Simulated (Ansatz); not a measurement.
Ansatz (an electronic-structure program) input (B3LYP-D3(BJ)/def2-TZVP):

Ansatz 0.2 input:
```yaml
crystal:
  periodic: [false, false, false]
  atoms:
    - {symbol: Cu, position_ang: [-0.00000000, -0.00000000, -1.58419516]}
    - {symbol: I, position_ang: [0.00000000, 0.00000000, 0.86682377]}
basis:
  gaussian:
    orbitals: def2-TZVP
hamiltonian:
  xc: b3lyp
  dispersion: d3bj
total_charge: 1
magnetization: {spin_polarized: true, initial_magnetization: 1}
phonons: {temperatures: {t_min: 298.15, t_max: 298.15, t_step: 100}}
```

Output:

```
Functional definition: B3LYP
integrals: 0.05 GiB planned
977 factors; integrals over basis functions are off by at most 3.4e-4 eV
mean field: 0.61 GiB planned
mean field evaluation 1: about -52713.9282 eV, gradient 1.2e2 eV
mean field evaluation 2: about -51703.8649 eV, gradient 4.3e2 eV
mean field evaluation 4: about -52714.5065 eV, gradient 7.2e1 eV
mean field evaluation 8: about -52738.0579 eV, gradient 6.5e-1 eV
mean field evaluation 16: about -52738.0832 eV, gradient 1.2e-3 eV
mean field evaluation 32: about -52737.8929 eV, gradient 1.2e0 eV
mean field -52738.08315571 eV, -1938.0888088156 hartree, gradient 3.9e-5 eV, S^2 0.753308; 2 other end points of the search recorded, 0 dependent functions left out
the calculation of the forces begins
reference -52738.08335019 eV, -1938.0888159627 hartree; 27, 26 occupied and 68, 69 virtual orbitals, 977 factors
these checks for a lower state are left out or cut short: stability, starts, cluster_reference, orbital_swaps, neighbouring_geometries, increment
integrals: 0.05 GiB planned
977 factors; integrals over basis functions are off by at most 3.4e-4 eV
mean field: 0.62 GiB planned
mean field -52738.08315571 eV, -1938.0888088158 hartree, gradient 4.8e-7 eV, S^2 0.753308; 0 other end points of the search recorded, 0 dependent functions left out
the calculation of the forces begins
reference -52738.08335020 eV, -1938.0888159629 hartree; 27, 26 occupied and 68, 69 virtual orbitals, 977 factors
these checks for a lower state are left out or cut short: stability, starts, cluster_reference, orbital_swaps, neighbouring_geometries, increment
integrals: 0.05 GiB planned
977 factors; integrals over basis functions are off by at most 3.4e-4 eV
mean field: 0.62 GiB planned
mean field -52738.08315571 eV, -1938.0888088158 hartree, gradient 4.8e-7 eV, S^2 0.753308; 0 other end points of the search recorded, 0 dependent functions left out
the calculation of the forces begins
reference -52738.08335020 eV, -1938.0888159629 hartree; 27, 26 occupied and 68, 69 virtual orbitals, 977 factors
these checks for a lower state are left out or cut short: stability, starts, cluster_reference, orbital_swaps, neighbouring_geometries, increment
integrals: 0.05 GiB planned
977 factors; integrals over basis functions are off by at most 3.4e-4 eV
mean field: 0.62 GiB planned
mean field -52738.08315571 eV, -1938.0888088158 hartree, gradient 7.9e-7 eV, S^2 0.753308; 0 other end points of the search recorded, 0 dependent functions left out
the calculation of the forces begins
reference -52738.08335020 eV, -1938.0888159629 hartree; 27, 26 occupied and 68, 69 virtual orbitals, 977 factors
these checks for a lower state are left out or cut short: stability, starts, cluster_reference, orbital_swaps, neighbouring_geometries, increment
integrals: 0.05 GiB planned
977 factors; integrals over basis functions are off by at most 3.4e-4 eV
mean field: 0.62 GiB planned
mean field evaluation 64: about -52738.0832 eV, gradient 7.9e-7 eV
mean field -52738.08315571 eV, -1938.0888088158 hartree, gradient 7.9e-7 eV, S^2 0.753308; 0 other end points of the search recorded, 0 dependent functions left out
the calculation of the forces begins
reference -52738.08335020 eV, -1938.0888159629 hartree; 27, 26 occupied and 68, 69 virtual orbitals, 977 factors
these checks for a lower state are left out or cut short: stability, starts, cluster_reference, orbital_swaps, neighbouring_geometries, increment
integrals: 0.05 GiB planned
977 factors; integrals over basis functions are off by at most 3.4e-4 eV
mean field: 0.61 GiB planned
mean field -52738.08312293 eV, -1938.0888076110 hartree, gradient 2.1e-6 eV, S^2 0.753309; 0 other end points of the search recorded, 0 dependent functions left out
the calculation of the forces begins
reference -52738.08331738 eV, -1938.0888147570 hartree; 27, 26 occupied and 68, 69 virtual orbitals, 977 factors
these checks for a lower state are left out or cut short: stability, starts, cluster_reference, orbital_swaps, neighbouring_geometries, increment
integrals: 0.05 GiB planned
977 factors; integrals over basis functions are off by at most 3.4e-4 eV
mean field: 0.61 GiB planned
mean field -52738.08314680 eV, -1938.0888084884 hartree, gradient 1.8e-6 eV, S^2 0.753307; 0 other end points of the search recorded, 0 dependent functions left out
the calculation of the forces begins
reference -52738.08334132 eV, -1938.0888156366 hartree; 27, 26 occupied and 68, 69 virtual orbitals, 977 factors
these checks for a lower state are left out or cut short: stability, starts, cluster_reference, orbital_swaps, neighbouring_geometries, increment
integrals: 0.05 GiB planned
977 factors; integrals over basis functions are off by at most 3.4e-4 eV
mean field: 0.62 GiB planned
mean field -52738.08315571 eV, -1938.0888088158 hartree, gradient 4.8e-7 eV, S^2 0.753308; 0 other end points of the search recorded, 0 dependent functions left out
the calculation of the forces begins
reference -52738.08335020 eV, -1938.0888159629 hartree; 27, 26 occupied and 68, 69 virtual orbitals, 977 factors
these checks for a lower state are left out or cut short: stability, starts, cluster_reference, orbital_swaps, neighbouring_geometries, increment
integrals: 0.05 GiB planned
977 factors; integrals over basis functions are off by at most 3.4e-4 eV
mean field: 0.62 GiB planned
mean field -52738.08315571 eV, -1938.0888088158 hartree, gradient 4.8e-7 eV, S^2 0.753308; 0 other end points of the search recorded, 0 dependent functions left out
the calculation of the forces begins
reference -52738.08335020 eV, -1938.0888159629 hartree; 27, 26 occupied and 68, 69 virtual orbitals, 977 factors
these checks for a lower state are left out or cut short: stability, starts, cluster_reference, orbital_swaps, neighbouring_geometries, increment
integrals: 0.05 GiB planned
977 factors; integrals over basis functions are off by at most 3.4e-4 eV
mean field: 0.62 GiB planned
mean field evaluation 96: about -52738.0832 eV, gradient 3.2e-5 eV
mean field -52738.08315571 eV, -1938.0888088158 hartree, gradient 7.9e-7 eV, S^2 0.753308; 0 other end points of the search recorded, 0 dependent functions left out
the calculation of the forces begins
reference -52738.08335020 eV, -1938.0888159629 hartree; 27, 26 occupied and 68, 69 virtual orbitals, 977 factors
these checks for a lower state are left out or cut short: stability, starts, cluster_reference, orbital_swaps, neighbouring_geometries, increment
integrals: 0.05 GiB planned
977 factors; integrals over basis functions are off by at most 3.4e-4 eV
mean field: 0.62 GiB planned
mean field -52738.08315571 eV, -1938.0888088158 hartree, gradient 7.9e-7 eV, S^2 0.753308; 0 other end points of the search recorded, 0 dependent functions left out
the calculation of the forces begins
reference -52738.08335020 eV, -1938.0888159629 hartree; 27, 26 occupied and 68, 69 virtual orbitals, 977 factors
these checks for a lower state are left out or cut short: stability, starts, cluster_reference, orbital_swaps, neighbouring_geometries, increment
integrals: 0.05 GiB planned
977 factors; integrals over basis functions are off by at most 3.4e-4 eV
mean field: 0.61 GiB planned
mean field -52738.08314680 eV, -1938.0888084884 hartree, gradient 1.8e-6 eV, S^2 0.753307; 0 other end points of the search recorded, 0 dependent functions left out
the calculation of the forces begins
reference -52738.08334132 eV, -1938.0888156366 hartree; 27, 26 occupied and 68, 69 virtual orbitals, 977 factors
these checks for a lower state are left out or cut short: stability, starts, cluster_reference, orbital_swaps, neighbouring_geometries, increment
integrals: 0.05 GiB planned
977 factors; integrals over basis functions are off by at most 3.4e-4 eV
mean field: 0.61 GiB planned
mean field -52738.08312293 eV, -1938.0888076110 hartree, gradient 2.1e-6 eV, S^2 0.753309; 0 other end points of the search recorded, 0 dependent functions left out
the calculation of the forces begins
reference -52738.08331738 eV, -1938.0888147570 hartree; 27, 26 occupied and 68, 69 virtual orbitals, 977 factors
Total energy: -52738.16613366 eV, -1938.0918581993 hartree
Atom 0 at    -0.000000    -0.000000    -1.584195 Å, force    -0.000000     0.000000    -0.001169 eV/Å
Atom 1 at     0.000000     0.000000     0.866824 Å, force    -0.000000    -0.000000     0.001169 eV/Å
Dipole moment:    -0.000000     0.000000    -0.770585 e Å
Vibrations: 207.10 cm⁻¹, zero-point energy 0.012839 eV
```

The spin state was set by rule; other spins were not relaxed.
